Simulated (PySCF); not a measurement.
# MoH4: one-bond stretch

All numbers come from PySCF, UPBE0, basis Mo def2-TZVP with ECP28, H def2-TZVP (scalar-relativistic core potentials, no spin–orbit coupling, density fitting).

Rigid scan from the triplet minimum (Mo–H 1.686 Å (×4); H–Mo–H 109.5° (×6)). Coordinate: the bond from Mo to the last atom (H) scaled, the rest fixed. Energies in kJ/mol from the minimum.

| scale of one bond | E (kJ/mol) | dipole size (D) | ⟨S²⟩ |
| --- | --- | --- | --- |
| 0.92 | 14.5 | 0.29 | 2.03 |
| 0.96 | 3.3 | 0.14 | 2.03 |
| 1.00 | 0.0 | 0.00 | 2.03 |
| 1.05 | 4.2 | 0.17 | 2.03 |
| 1.12 | 20.7 | 0.41 | 2.04 |
| 1.20 | 48.7 | 0.64 | 2.06 |
| 1.35 | 109.9 | 0.85 | 2.16 |
| 1.55 | 178.2 | – | 2.50 |
| 1.80 | 224.0 | – | 2.84 |
| 2.20 | 245.1 | – | 3.02 |

Spin contamination is strong at 1.55, 1.80, 2.20, so these points are less reliable.

Other spin states or occupations of the open shell can lie lower.

Other isomers or separated fragments may lie lower.

The scan took 13 s on 2 threads of a shared Arm Neoverse V2 host; the process peaked at 0.9 GiB.
